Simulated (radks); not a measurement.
Results of a calculation; reference values are marked as such.
Tm7+, 62 electrons, occupied as [Kr] 4d10 4f11 5s2 5p3 (the NIST ground configuration). Code: a radial shooting solver on a logarithmic mesh with Libxc functionals. Model: non-relativistic Kohn-Sham, PBE, spin-polarised, spherical densities, point nucleus; open shells are filled with parallel spins first (spin-orbit coupling, left out, can overturn this in heavy ions); relativity is left out, which matters for an element this heavy.

Normalised radial functions P(r) = r R(r), r in bohr:

```
   r/bohr * 5s up, o 5s down, + 4f up (the largest magnitude, 1.24, reaches the edge; | marks zero, & curves that meet)
 0.002501                             + &
 0.003309                             + &
 0.004343                             +  &
 0.005701                             +  &
 0.007543                             +  &
 0.009901                             +   &
    0.013                             +   &
   0.0172                             +  &
  0.02257                             + &
  0.02963                            &+
   0.0392                          &  +
  0.05145                       &     +
  0.06753                       &     |+
  0.08936                          &  | +
   0.1173                             | & +
    0.154                             |       &
   0.2037                             |       &    +
   0.2674                             &                  +
   0.3509                   &         |                       +
   0.4606                &            |                          +
   0.6095                           & |                        +
      0.8                             |             &      +
     1.05                             |             +        &
    1.389                             |       +            &
    1.824                             |  +       &
    2.394                             |+  &
    3.167                             +&
    4.157                             &
```

5s up: eigenvalue -142.77 eV, 4 radial nodes at r = 0.0280, 0.106, 0.269, 0.631 bohr, <r> = 1.22 bohr, 90 % of the charge inside 1.72 bohr. 5s down: eigenvalue -137.73 eV, 4 radial nodes at r = 0.0280, 0.106, 0.269, 0.630 bohr, <r> = 1.22 bohr, 90 % of the charge inside 1.73 bohr. 4f up: eigenvalue -117.98 eV, 0 radial nodes, <r> = 0.668 bohr, 90 % of the charge inside 1.10 bohr.
